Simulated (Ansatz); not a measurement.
GeF2. Total charge 0; triplet. Geometry PBE0-D4/def2-TZVP; atoms count from 1.

```xyz
3

Ge    0.504    0.142    0.355
F    -1.088    0.759    0.679
F     0.583   -0.901   -1.033
```

At PBE0-D4/def2-TZVP a singlet of charge 0 lies 3.44 eV below the triplet, each at its own geometry. The structure comes from a short search, and lower isomers may exist.

(1) Estimate the Mulliken populations from the PBE0/def2-TZVP orbitals of Ansatz.

(2) Where does the spin sit?

(3) And the Mayer bond orders between heavy atoms (over 0.3)?

## Answers

(1) 
| atom | charge (e) | spin (α − β) |
| --- | --- | --- |
| Ge1 | 0.61 | 1.70 |
| F2 | -0.31 | 0.15 |
| F3 | -0.31 | 0.15 |
Mulliken values depend strongly on the basis.

(2) Summed by element: Ge 1.70, F 0.30, of 2 unpaired in all. Largest on single atoms: Ge1 1.70, F2 0.15, F3 0.15.

(3) Ge1–F2 1.00 (1.74 Å); Ge1–F3 1.00 (1.74 Å).
